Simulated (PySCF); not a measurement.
Isomers of C4H4ClNO, one GFN2-xTB conformer each. Single-point energies are computed at PBE0/pcSseg-1 (PySCF, gas phase, no added dispersion term), electronic only.

| SMILES | GFN2-xTB relative energy (kJ/mol) |
| --- | --- |
| Cc1cc(Cl)no1 | 107.2 |
| Cc1ncc(Cl)o1 | 0.0 |
| N#CCCC(=O)Cl | 125.3 |

Conformers: `[N:1]#[C:2][CH2:3][CH2:4][C:5](=[O:6])[Cl:7]` with C2–C3–C4–C5 -72°, C3–C4–C5–O6 -11°.

Question: What does PBE0/pcSseg-1 give for the same structures?

Answer: 
```tsv
SMILES	PBE0/pcSseg-1 E (Eh)	PBE0/pcSseg-1 (kJ/mol)	GFN2-xTB (kJ/mol)	point group
N#CCCC(=O)Cl	-744.46976	0.0	125.3	C1
Cc1ncc(Cl)o1	-744.46620	9.3	0.0	Cs
Cc1cc(Cl)no1	-744.42859	108.1	107.2	Cs
```

GFN2-xTB puts Cc1ncc(Cl)o1 lowest instead; measured from each level's own lowest isomer, the values differ by up to 125.3 kJ/mol (N#CCCC(=O)Cl: 125.3 against 0.0). As drawn, the lowest has a C=O bond and a C≡N group, which the highest lacks; the highest has an aromatic ring and an N–O linkage, which the lowest lacks. Neighbours under 10 kJ/mol apart (N#CCCC(=O)Cl and Cc1ncc(Cl)o1) can change places with a better method, another conformer or zero-point energy.

Question: Which frontier levels, dipoles and rotational constants go with these structures?

Answer: 
```json
{"SMILES": "N#CCCC(=O)Cl", "HOMO (eV, PBE0/pcSseg-1)": "-9.06", "LUMO (eV)": "-1.47", "dipole (D)": "4.90", "A, B, C (MHz)": "4768, 1123, 1092"}
{"SMILES": "Cc1ncc(Cl)o1", "HOMO (eV, PBE0/pcSseg-1)": "-6.94", "LUMO (eV)": "-0.25", "dipole (D)": "1.06", "A, B, C (MHz)": "6619, 1406, 1168"}
{"SMILES": "Cc1cc(Cl)no1", "HOMO (eV, PBE0/pcSseg-1)": "-7.73", "LUMO (eV)": "-0.58", "dipole (D)": "3.88", "A, B, C (MHz)": "7594, 1312, 1126"}
```
